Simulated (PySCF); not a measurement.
Species: B2ClH7N2.
SMILES with atom numbers: `[Cl:1][BH-:2]1[NH2+:3][BH2-:4][NH2+:5]1` (hydrogens: H6 on B2; H7, H8 on N3; H9, H10 on B4; H11, H12 on N5)

Structure used (PBE0-D3(BJ)/def2-SVP), in Å, numbered top down from 1:
```
atom  x, y, z in Å
Cl1   -0.4993   -2.0477    0.5555
B2    -0.7946   -0.6209   -0.5641
N3    -1.8838    0.3711    0.0112
B4    -0.7942    1.5329   -0.1610
N5     0.3556    0.4600   -0.4641
H6    -1.0257   -0.9374   -1.7105
H7    -2.1430    0.1707    0.9755
H8    -2.7316    0.4540   -0.5421
H9    -1.0304    2.2022   -1.1476
H10   -0.6021    2.1616    0.8618
H11    0.8979    0.5975   -1.3122
H12    0.9974    0.2947    0.3093
```

Jobs on this species (12 atoms, 48 electrons) with PySCF (density fitting). Hardware of each: one thread of an Arm Neoverse V1, on a shared host. Other jobs ran on the host; a repeat could differ by tens of per cent or more. Peak memory is the resident size of the whole Python process, interpreter and libraries included.

| level and settings | work | basis functions | SCF cycles | wall time | peak memory |
| --- | --- | --- | --- | --- | --- |
| delta-SCF UKS SCAN, def2-TZVP on the ionised atom, pcseg-1 elsewhere, spin-free X2C | ΔSCF core ionisation, 5 holes | 128 | ? | ? | ? |
| PBE0-D3(BJ)/def2-SVP, grid level 1 | geometry optimisation from a GFN2-xTB start shaken at random | 109 | 30 | 21 s | 0.46 GiB |
| delta-SCF UKS HF, pcX-2 on the ionised atom, pcseg-1 elsewhere, spin-free X2C | ΔSCF core ionisation, 5 holes | 151 | 63 | 18 s | 0.49 GiB |
| delta-SCF UKS B3LYP, pcX-2 on the ionised atom, pcseg-1 elsewhere, spin-free X2C | ΔSCF core ionisation, 5 holes | 151 | 67 | 33 s | 0.56 GiB |
| delta-SCF UKS SCAN, pcX-2 on the ionised atom, pcseg-1 elsewhere, non-relativistic | ΔSCF core ionisation, 5 holes | 151 | 73 | 30 s | 0.53 GiB |
| delta-SCF UKS SCAN, pcX-2 on the ionised atom, pcseg-1 elsewhere, spin-free X2C | ΔSCF core ionisation, 5 holes | 151 | 98 | 40 s | 0.48 GiB |
| delta-SCF UKS PBE, pcX-2 on the ionised atom, pcseg-1 elsewhere, spin-free X2C | ΔSCF core ionisation, 5 holes | 151 | 70 | 19 s | 0.47 GiB |
| delta-SCF UKS PBE0, pcX-2 on the ionised atom, pcseg-1 elsewhere, spin-free X2C | ΔSCF core ionisation, 5 holes | 151 | 63 | 31 s | 0.56 GiB |
| delta-SCF UKS SCAN, pcX-1 on the ionised atom, pcseg-1 elsewhere, spin-free X2C | ΔSCF core ionisation, 5 holes | 131 | 69 | 25 s | 0.49 GiB |

Fill in the missing figures.

- delta-SCF UKS SCAN, def2-TZVP on the ionised atom, pcseg-1 elsewhere, spin-free X2C; ΔSCF core ionisation, 5 holes: 29 s, 0.49 GiB, 71 SCF cycles

What do all jobs in the table cost together?

About 4.1 min; the longest takes about 16 % of that, and about 2.2 times as long as the shortest.
